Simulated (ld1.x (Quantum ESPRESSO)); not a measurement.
palladium, TM: configuration errors across variants

| Property | Result |
| --- | --- |
| Element | palladium (Pd) |
| Generator | ld1.x (Quantum ESPRESSO) 7.5 |
| Type | norm-conserving Troullier–Martins (Kleinman–Bylander form) |
| Functional | PBE |
| Relativity | scalar-relativistic |
| Frozen core | [Kr] |
| Valence charge | 10 |
| Reference configuration | 4d9.5 5s0 5p0 (charge +0.5) |
| Partial waves | 5s (bound, empty): rc 2.60 bohr; 5p (bound, empty): rc 3.75 bohr; 4d (bound): rc 1.90 bohr |
| Local potential | the d channel |
| Core correction | none |

All-electron excitation energies from the reference (eV): (1) 4d10 5s0 5p0 -3.234; (2) 4d9 5s0 5p0 5.882; (3) 4d8 5s0 5p0 26.700; (4) 4d6 5s0 5p0 110.405; (5) 4d7 5s0 5p0 61.060; (6) 4d9 5s0 5p1 2.005; (7) 4d9 5s1 5p0 -1.733.

A true bound ghost makes a file unfit for plane-wave use even where its test errors are small: the radial tests pick states by their node count and pass the ghost by.

Errors AE − PS in meV (a dash: test not solved or not reliable):

| change | (1) | (2) | (3) | (4) | (5) | (6) | (7) | bound ghosts |
| --- | --- | --- | --- | --- | --- | --- | --- | --- |
| base | +0.2 | -2.1 | -50 | -657 | -239 | -10 | -14 | s, p |
| all radii scaled by about 0.79 (s 2.06, p 2.96, d 1.50 bohr) | +1.1 | -0.8 | -36 | -606 | -201 | -13 | -12 | s, p |
| all radii scaled by about 0.84 (s 2.20, p 3.16, d 1.60 bohr) | +1.0 | -0.9 | -38 | -614 | -206 | -12 | -15 | s, p |
| all radii scaled by about 1.09 (s 2.82, p 4.08, d 2.06 bohr) | -0.7 | -3.3 | -62 | -676 | -264 | -9.0 | -7.9 | s, p |
| all radii scaled by about 1.18 (s 3.06, p 4.42, d 2.24 bohr) | -2.1 | -5.2 | -78 | -672 | -291 | -7.6 | -0.1 | s, p |
| all radii scaled by about 1.24 (s 3.24, p 4.66, d 2.36 bohr) | -3.4 | -6.8 | -90 | -642 | -305 | -7.8 | +6.7 | s, p |
| all radii scaled by about 1.35 (s 3.50, p 5.04, d 2.56 bohr) | -7.2 | -11 | -113 | -456 | -300 | +4.2 | +21 | s |

(1) Give the same row for: all radii scaled by about 0.97 (s 2.52, p 3.64, d 1.84 bohr).

## Answers

(1) +0.4, -1.8, -47, -650, -232, -10, -15; bound ghosts: s, p.
